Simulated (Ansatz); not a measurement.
An input meant for B(SMe2)H3 (C2H9BS) (charge 0, singlet; scaled by 1.12).

```yaml
crystal:
  periodic: [false, false, false]
  atoms:
    - {symbol: B, position_ang: [0.530095, 0.815641, -1.695356]}
    - {symbol: S, position_ang: [0.436048, 0.686420, 0.480559]}
    - {symbol: C, position_ang: [1.071121, -1.196671, 0.866664]}
    - {symbol: C, position_ang: [-1.542440, 0.473258, 0.852796]}
    - {symbol: H, position_ang: [0.465536, -1.988242, 0.142429]}
    - {symbol: H, position_ang: [0.910345, -1.462924, 2.057900]}
    - {symbol: H, position_ang: [2.269490, -1.225525, 0.590263]}
    - {symbol: H, position_ang: [-2.000414, -0.413670, 0.130690]}
    - {symbol: H, position_ang: [-1.725644, 0.223127, 2.044288]}
    - {symbol: H, position_ang: [-2.070300, 1.546590, 0.565329]}
    - {symbol: H, position_ang: [1.874600, 0.790990, -1.939386]}
    - {symbol: H, position_ang: [-0.052764, 2.025402, -1.949481]}
    - {symbol: H, position_ang: [-0.165661, -0.274417, -2.146706]}
basis:
  gaussian: {orbitals: def2-mTZVP}
hamiltonian: {xc: {name: wB97X-D}}
scf: {lower_state_search: full}
```

```sh
$ ansatz run in.yaml --threads 4 --pin off --events-out ev --progress --plain --max-ram 3916MiB
```

It prints (some lines left out):

```
Error: YAML parse error: error: line 19 column 19: hamiltonian.xc: no functional is named "wB97X-D"; the names, which are not case-sensitive, are SVWN5, SPW92, PBE, PBE0, PBEsol, revPBE, revPBE0, RPBE, rPW86-PBE, HSE06, wPBEh, LC-wPBE, HISS, HF, BLYP, B3LYP, B3LYP5, BHLYP, CAM-B3LYP, r2SCAN, r2SCANh, r2SCAN0, r2SCAN50, m-r2SCAN, B97, wB97, wB97X, wB97X-V, B97M-V, wB97M-V, B2PLYP, B2GP-PLYP, PBE0-DH, PBE-QIDH
17 | basis:
18 |   gaussian: {orbitals: def2-mTZVP}
19 | hamiltonian: {xc: {name: wB97X-D}}
20 | scf: {lower_state_search: full}
```

In this input the method's name isn't one that the program takes here. The input was rejected before any iteration.
